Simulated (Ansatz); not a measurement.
`C[SiH](O)N[SiH2]O` + `O[Si](O)(O)S` → `O[SiH2]S[Si](O)(O)O` + `C[SiH](N)O`  (ligand exchange at the Si–N bond)

Program: Ansatz. Geometries: PBE0-D4/def2-TZVP. ΔE: electronic, gas phase. CCSD(T)/CBS is the MP2 limit (def2-TZVPP, def2-QZVPP) plus CCSD(T) − MP2 in def2-TZVPP, frozen cores. DFT in def2-TZVPP. One conformer a species, not always the lowest.

`C[SiH](O)N[SiH2]O`:

```xyz
15

C    -2.166   -0.880   -1.046
Si   -0.665    0.117   -0.620
O    -1.203    1.577   -0.079
N     0.316   -0.696    0.556
Si    1.900   -0.178    0.933
O     1.861    1.480    0.974
H    -2.789   -0.344   -1.765
H    -2.772   -1.067   -0.155
H    -1.886   -1.841   -1.482
H     0.238    0.317   -1.788
H    -0.518    2.113    0.330
H    -0.165   -1.216    1.275
H     2.284   -0.758    2.247
H     2.902   -0.563   -0.096
H     2.662    1.939    0.716
```

`O[Si](O)(O)S`:

Z-matrix (Å, degrees):
```
Si
O 1 1.630
O 1 1.634 2 106.4
O 1 1.629 2 106.0 3 -123.6
S 1 2.124 2 115.9 3 117.7
H 2 0.958 1 117.4 3 -47.6
H 3 0.959 1 117.3 2 175.3
H 4 0.960 1 116.0 2 30.2
H 5 1.343 1 93.7 2 78.4
```

`O[SiH2]S[Si](O)(O)O`:

Cartesian coordinates in Å:
```
O -0.224 1.439 1.306
Si -1.671 0.898 0.729
S -1.402 -0.836 -0.496
Si 0.723 -0.676 -0.697
O 1.213 -1.851 -1.705
O 1.429 -0.923 0.765
O 1.207 0.773 -1.240
H 0.364 0.777 1.690
H -2.609 0.518 1.814
H -2.215 2.029 -0.054
H 0.854 -1.868 -2.593
H 1.321 -1.798 1.144
H 1.010 1.519 -0.664
```

`C[SiH](N)O`:

Cartesian coordinates in Å:
```
C 0.195 -0.645 1.295
Si 0.318 -0.149 -0.496
N -0.255 1.465 -0.603
O -0.554 -1.120 -1.504
H 0.474 -1.695 1.416
H 0.867 -0.048 1.918
H -0.822 -0.521 1.674
H 1.705 -0.342 -0.996
H -0.154 2.005 -1.446
H -0.269 2.056 0.212
H -1.505 -1.005 -1.470
```

| species | r2SCAN energy (Eh) |
| --- | --- |
| `C[SiH](O)N[SiH2]O` | -827.83370 |
| `O[Si](O)(O)S` | -915.93519 |
| `O[SiH2]S[Si](O)(O)O` | -1281.92115 |
| `C[SiH](N)O` | -461.84969 |

Problem. Work out ΔE.

Solution. ΔE = (-1281.92115) + (-461.84969) − (-827.83370) − (-915.93519) = -0.00195 Eh = -0.05 eV. CCSD(T)/CBS gives -0.01 eV.

Largest T1 diagnostic among the species: 0.012.

The D4 term adds −0.06 eV with B3LYP and −0.03 eV with PBE0; it sums over pairs of atoms, weighted by their polarisabilities, and B3LYP, whose exchange is more repulsive, gets the larger term. In def2-TZVPP, CCSD(T) changes the Hartree–Fock value by −0.14 eV (the triples alone add −0.04 eV) and MP2 by −0.18 eV.

B3LYP here is the variant with VWN-RPA as its local correlation; programs differ in this.
